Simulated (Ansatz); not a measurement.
```yaml
crystal:
  periodic: [false, false, false]
  atoms:
    - {symbol: C, position_ang: [0.118575, 1.341674, -0.788852]}
    - {symbol: Ga, position_ang: [0.110491, -0.512933, -0.199796]}
    - {symbol: N, position_ang: [-0.303389, -1.158537, 1.433611]}
    - {symbol: Cl, position_ang: [0.647646, -2.079446, -1.585306]}
    - {symbol: H, position_ang: [-0.545380, 1.458092, -1.646942]}
    - {symbol: H, position_ang: [1.124877, 1.622366, -1.104527]}
    - {symbol: H, position_ang: [-0.204767, 2.014661, 0.005779]}
    - {symbol: H, position_ang: [-0.579911, -0.592666, 2.216709]}
    - {symbol: H, position_ang: [-0.279740, -2.139610, 1.652123]}
basis:
  gaussian: {orbitals: def2-mTZVP, nuclear_model: gaussian}
hamiltonian: {xc: {name: revPBE0}, dispersion: d4}
accuracy: high
scf: {lower_state_search: off}
```

```sh
$ ansatz run in.yaml --threads 4 --pin off --events-out ev --progress --plain --max-ram 10444MiB
```

Output, abridged:

```
Functional definition: revPBE0
2182 factors; integrals over basis functions are off by at most 5.4e-9 eV
mean field evaluation 1: about -67493.4221 eV, gradient 7.9e1 eV
mean field evaluation 2: about -67476.0360 eV, gradient 1.1e2 eV
mean field evaluation 4: about -67505.3066 eV, gradient 7.0e0 eV
mean field evaluation 8: about -67505.5146 eV, gradient 6.0e-1 eV
mean field evaluation 16: about -67505.5153 eV, gradient 5.3e-5 eV
mean field -67505.51531357 eV, -2480.7819308921 hartree, gradient 1.8e-8 eV, S^2 0.000000; 0 other end points of the search recorded, 0 dependent functions left out
reference -67505.51531715 eV, -2480.7819310237 hartree; 33, 33 occupied and 78, 78 virtual orbitals, 2182 factors
Total energy: -67505.93488212 eV, -2480.7973497517 hartree
Checks for a lower state left out: stability, starts, cluster_reference, orbital_swaps, neighbouring_geometries, increment
```

Run time 1.9 s (4 threads of an Arm Neoverse V2 on a shared host); peak host memory 0.42 GiB.
